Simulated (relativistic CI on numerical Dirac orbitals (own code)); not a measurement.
# Gd XII: q coefficients and field-shift factors

Method of calculation: Dirac-Coulomb-Breit CI, orbitals from a KLI potential per configuration, derivatives by finite differences, unscaled Slater integrals, QED left out (own radial code, finite nucleus).

CI space (outside the closed core [Kr] 4d10): 4f5.5s2, 4f3.5s2.5p.6s, 4f3.5s2.6s2, 4f5.6s2. The list is cut by size and lacks configurations that can hold low levels.

With x = (α/α₀)² − 1 an excitation energy changes as ω = ω₀ + qx; K = 2q/ω₀ is the relative enhancement. Terms are leading LS components, so labels can repeat. The field-shift factor is F = δν/δ⟨r²⟩ for the transition from the lowest level.

Lowest level 4f5.5s2 6H°_5/2.

```
           Level  ω₀ (cm⁻¹)  q (cm⁻¹)  F (GHz/fm²)
 4f5.5s2 6H°_7/2     1548.0      1740       0.0798
 4f5.5s2 6H°_9/2     3353.4      3575        0.167
4f5.5s2 6H°_11/2     5335.5      5372        0.255
4f5.5s2 6H°_13/2     7430.8      7053        0.341
4f5.5s2 6H°_15/2     9585.5      8553        0.421
 4f5.5s2 6F°_1/2    10558.2      2044        0.214
 4f5.5s2 6F°_3/2    10916.5      2107        0.221
 4f5.5s2 6F°_5/2    11657.8      2546        0.246
 4f5.5s2 6F°_7/2    12959.2      3886        0.309
 4f5.5s2 6F°_9/2    14743.4      5734        0.395
4f5.5s2 6F°_11/2    16858.5      7704         0.49
 4f5.5s2 4G°_5/2    27889.2     -1888        0.343
 4f5.5s2 4F°_3/2    28746.0     193.9        0.423
4f5.5s2 4M°_15/2    29931.0    -703.9        0.416
 4f5.5s2 4G°_7/2    30996.6      1549        0.501
 4f5.5s2 4I°_9/2    31295.1      1917        0.519
4f5.5s2 4I°_11/2    31965.2      1802        0.524
4f5.5s2 4M°_17/2    32474.4      2499        0.558
4f5.5s2 4I°_13/2    32673.4      1361         0.52
 4f5.5s2 4F°_5/2    34291.7      4552        0.647
4f5.5s2 4I°_15/2    34422.9      3691        0.623
4f5.5s2 4M°_19/2    34664.7      4695        0.663
 4f5.5s2 4G°_9/2    35038.1      4692        0.662
```

At this charge energies of transitions that change n are usually good to better than 1 %, and those within a shell (Δn = 0) to a few per cent. Terms inside the open d or f shell come out 10 to 20 % too wide with unscaled integrals. Levels and lines within the n = 5 or 6 shells can be off by up to 10 % or somewhat more, and those that change n by about 2 %, since core polarisation is missing.

Which transition from the lowest level has the largest |K|?

4f5.5s2 6H°_7/2 at 1548.0 cm⁻¹, K = 2.25.
